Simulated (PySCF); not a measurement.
Potential energy of KI along the bond

Set-up: PySCF, spin-free X2C with a Gaussian nucleus, basis sets K x2c-SVPall, I x2c-SVPall. Energies in eV from K + I in their ground configurations at the same level. State: ¹Σ⁺ (singlet), closed shell.

All columns are PBE0. A positive dipole means K(−)I(+).

```
R (Å)  E (eV)   μ (D)  Mulliken charge on K (basis-dependent)  HOMO (eV)  LUMO (eV)  Mayer bond order  ⟨S²⟩
2.634  -2.793   -8.91                                    0.60      -5.66      -1.27              0.76  0.00
2.757  -3.118   -9.40                                    0.61      -5.52      -1.34              0.73  0.00
2.879  -3.290   -9.91                                    0.62      -5.38      -1.41              0.72  0.00
2.971  -3.348  -10.29                                    0.62      -5.29      -1.47              0.72  0.00
3.063  -3.361  -10.68                                    0.62      -5.19      -1.52              0.72  0.00
3.155  -3.343  -11.07                                    0.61      -5.10      -1.58              0.72  0.00
3.277  -3.283  -11.60                                    0.61      -4.99      -1.65              0.71  0.00
3.431  -3.170  -12.27                                    0.62      -4.84      -1.75              0.70  0.00
3.614  -3.002  -13.09                                    0.63      -4.68      -1.86              0.68  0.00
3.859  -2.753  -14.18                                    0.64      -4.48      -2.00              0.64  0.00
```

A fit through these points gives, at Re = 3.052 Å, μ = -10.63 D and dμ/dR = -4.24 D/Å; the reduced mass is 29.81 u.

**Question.** How strong is the fundamental in the double-harmonic approximation, I = 42.26·(dμ/dR)²/μred km/mol?

**Answer.** I = 42.26·(-4.24)²/29.81 = 25.5 km/mol at PBE0.

These are scalar-relativistic numbers at best; spin–orbit coupling would shift them, the dissociation energy most.
